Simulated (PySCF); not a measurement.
C4H7ClSi, SMILES C(=C=C)([SiH2]Cl)C.

Coordinates come from a TPSSh-D3(BJ)/def2-SVP optimisation. This is a generated structure with no PubChem entry under its InChIKey; it may be hypothetical. Other conformers were not sampled.

Calculation: TPSSh-D3(BJ)/def2-SVP run with PySCF 2.14.0.

Frequencies are harmonic and unscaled.

Task: List the normal modes with their intensities. (An estimate is asked for; the answer gives what the named calculation found.)

Result: 
```tsv
mode	ν (cm⁻¹)	IR (km/mol)	moving atoms (share of kinetic energy)
1	41	0.4	C 34 %, Cl 28 %, Si 20 %, H 17 %
2	111	1.7	C 34 %, Cl 31 %, Si 18 %, H 17 %
3	138	0.4	H 47 %, C 37 %, Si 10 %
4	142	0.6	H 73 %, C 18 %
5	228	1.8	C 57 %, H 36 %
6	284	4.8	C 61 %, H 24 %, Cl 8 %
7	432	2.2	C 66 %, H 26 %
8	490	25.9	C 53 %, Si 31 %, H 11 %
9	544	82.2	Si 46 %, Cl 32 %, C 14 %
10	579	16.6	H 80 %, C 10 %, Si 9 %
11	608	24.6	H 77 %, Si 13 %, C 10 %
12	648	4.4	C 63 %, H 25 %, Si 11 %
13	720	0.0	H 95 %
14	841	46.2	H 75 %, C 25 %
15	876	327.6	H 89 %, Si 10 %
16	944	24.0	H 51 %, C 47 %
17	957	109.2	H 95 %
18	991	0.1	H 62 %, C 38 %
19	1042	0.5	H 70 %, C 30 %
20	1138	8.4	C 70 %, H 28 %
21	1258	1.8	C 62 %, H 38 %
22	1392	2.1	H 81 %, C 19 %
23	1450	0.5	H 70 %, C 30 %
24	1474	8.1	H 96 %
25	1486	7.3	H 89 %, C 11 %
26	2036	147.3	C 99 %
27	2262	119.4	H 97 %
28	2297	82.9	H 96 %
29	3028	25.8	H 97 %
30	3104	10.1	H 91 %, C 9 %
31	3127	0.5	H 95 %
32	3139	9.6	H 90 %, C 10 %
33	3215	0.1	H 89 %, C 11 %
```
